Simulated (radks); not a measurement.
Results of a calculation; reference values are marked as such.
Question: Excited configurations of neutral zirconium: one electron is placed in a higher orbital outside [Kr] 4d2 5s1. The ground configuration is [Kr] 4d2 5s2. Code: a radial shooting solver on a logarithmic mesh with Libxc functionals. Model: scalar-relativistic Kohn-Sham, PBE, spin-unpolarised, spherical densities, finite nucleus; Fermi nuclear charge, rms radius 4.2694 fm. Excitation = E - E(ground); binding = E(ion) - E, where the ion is the core of charge +1; n* = 1/sqrt(2 binding) in atomic units, and the quantum defect is n - n*.

outer orbital  excitation (eV)  binding (eV)     n*  quantum defect  eigenvalue (eV)  <r> (bohr)
4f                       6.213         0.925  3.836           0.164           -0.429       16.91
5p                       3.041         4.096  1.823           3.177           -2.045       4.953
5d                       5.560         1.578  2.937           2.063           -0.722       10.55
6s                       4.839         2.298  2.433           3.567           -1.357       9.441
6p                       5.437         1.700  2.829           3.171           -0.977       11.96
6f                       6.665         0.473  5.366           0.634           -0.289       42.46
7s                       5.890         1.248  3.302           3.698           -0.770       17.75
7p                       6.147         0.991  3.706           3.294           -0.613       21.50
7d                       6.477         0.661  4.538           2.462           -0.410       31.47

Estimate the row for 5f.

Answer: excitation (eV) 6.490; binding (eV) 0.647; n* 4.585; quantum defect 0.415; eigenvalue (eV) -0.367; <r> (bohr) 28.46. The Delta-SCF ionisation energy is 7.137 eV (NIST Atomic Spectra Database: 6.634 eV, measured). Self-interaction in the functional shifts the binding energies and quantum defects, so they are the method's values and not measured ones. Spin polarisation and multiplet splitting are left out, so open shells lie too high by an amount that depends on their filling.

Beside tabulated values, note that spin-unpolarised runs miss the spin-polarisation part of the exchange energy of open shells.
